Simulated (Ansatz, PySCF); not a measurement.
SnBr, SMILES [Br][Sn+] (connectivity only; charge and spin as stated), charge +1, multiplicity 1. Atoms are numbered in the order given.

```xyz
2

Sn     0.0000     0.0000    -0.9926
Br     0.0000     0.0000     1.4303
```
Charge +1, spin multiplicity 1.

Coordinates come from a B3LYP-D3(BJ)/def2-TZVP optimisation. The multiplicity is an assumed one; other spin states were not compared. The def2 effective core potentials stand for the cores of Sn; spin–orbit coupling is left out.

Two levels are set side by side: PBE-D3(BJ)/def2-TZVP (Ansatz, a program for electronic structure) and B3LYP-D3(BJ)/def2-TZVP (Ansatz). Each level has its own optimised geometry; the coordinates shown are those of the second. Frequencies come from the Hessian of PySCF at each geometry. Differences are taken from unrounded values.

```json
[
 {"quantity": "bond Sn1–Br2 (Å)", "B3LYP-D3(BJ)": "2.423"},
 {"quantity": "highest harmonic wavenumber (cm⁻¹)", "B3LYP-D3(BJ)": "291"},
 {"quantity": "mean harmonic wavenumber (cm⁻¹)", "B3LYP-D3(BJ)": "291"},
 {"quantity": "zero-point energy (kcal/mol)", "B3LYP-D3(BJ)": "0.42"}
]
```

Q: What does PBE-D3(BJ) give, and how far is it from B3LYP-D3(BJ)? (The exact figures need the calculation; the answer reports its results.)

A: 
| quantity | PBE-D3(BJ) | PBE-D3(BJ) minus B3LYP-D3(BJ) |
|---|---|---|
| bond Sn1–Br2 (Å) | 2.427 | 0.004 |
| highest harmonic wavenumber (cm⁻¹) | 286 | -4 |
| mean harmonic wavenumber (cm⁻¹) | 286 | -4 |
| zero-point energy (kcal/mol) | 0.41 | -0.01 |

On these quantities the two levels nearly agree.
